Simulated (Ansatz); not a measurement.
Consider the silylene formation by 1,1-elimination: `N[SiH2][SiH2]Cl` → `[SiH3]Cl` + `N[SiH]`.

Computed with Ansatz on PBE0-D4/def2-TZVP structures; ΔE is electronic, products minus reactants. CCSD(T)/CBS is the MP2 limit (def2-TZVPP, def2-QZVPP) plus CCSD(T) − MP2 in def2-TZVPP, frozen cores. This one scheme is used for every species. Functionals use def2-TZVPP. B3LYP here is the variant with VWN-RPA as its local correlation; programs differ in this. One conformer a species, not always the lowest.

CCSD(T)/CBS gives +36.0 kcal/mol.

(1) Another level gave +31.6 kcal/mol. Which?
A. B3LYP-D4/def2-TZVPP
B. BLYP/def2-TZVPP
C. revPBE/def2-TZVPP
D. r2SCAN0/def2-TZVPP

Largest T1 diagnostic among the species: 0.015.

Answers

(1) C. revPBE 31.6, r2SCAN0 39.9, B3LYP-D4 34.9, BLYP 27.2 kcal/mol.

In def2-TZVPP, CCSD(T) changes the Hartree–Fock value by +2.4 kcal/mol (the triples alone add +0.5 kcal/mol) and MP2 by +5.1 kcal/mol. The D4 term adds +4.0 kcal/mol with B3LYP and +2.2 kcal/mol with PBE0; it sums over pairs of atoms, weighted by their polarisabilities, and B3LYP, whose exchange is more repulsive, gets the larger term. From PBE to PBE0 (25 % exact exchange), in def2-TZVPP and without D4, ΔE moves by +2.7 kcal/mol.
